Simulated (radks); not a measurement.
Values are calculated unless marked as measured or tabulated.
Valence configurations of Rb I (all share [Kr]). Code: a radial shooting solver on a logarithmic mesh with Libxc functionals. Model: scalar-relativistic Kohn-Sham, PBE, spin-unpolarised, spherical densities, point nucleus. Energies are relative to 5s1; eigenvalues in eV.

valence      E (eV)   e(4d)   e(5p)   e(5s)
5s1           0.000       -       -  -2.232
4d0.5 5s0.5   1.117  -0.388       -  -2.644
5p1           1.520       -  -1.345       -
4d0.5 5p0.5   1.884  -0.596  -1.320       -
4d1           2.240  -0.625       -       -

NIST lists [Kr] 5s1 as the ground configuration; this level of theory agrees among the configurations tried. The energies are those of spherical spin-averaged densities, not of single terms.
